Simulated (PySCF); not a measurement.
The PySCF input:
```python
from pyscf import gto, scf, dft

mol = gto.Mole()
mol.atom = '''
    O    -0.069457    1.073263   -0.188815
    O     0.003625   -0.005920    0.409754
    O     0.065833   -1.067343   -0.220940
'''
mol.basis = '6-31g'
mol.charge = 0
mol.spin = 0
mol.verbose = 4
mol.build()

mf = dft.RKS(mol)
mf.xc = 'mn15'
mf.kernel()
```

Question: Give the Mulliken (on the basis functions themselves) charges in atom order at the level PySCF with MN15/6-31G.

Answer: O1 -0.06, O2 0.13, O3 -0.06

Question: Give the HOMO-LUMO gap at the level MN15/6-31G.

Answer: 6.22 eV

Question: Give the total energy at the level MN15/6-31G.

Answer: -225.076188 Ha

Question: Give the nuclear repulsion energy at the level MN15/6-31G.

Answer: 70.5795 Eh

Question: Give the HOMO energy at the level MN15/6-31G.

Answer: -10.47 eV

Question: Estimate the number of basis functions that MN15/6-31G returns for this input.

Answer: 27
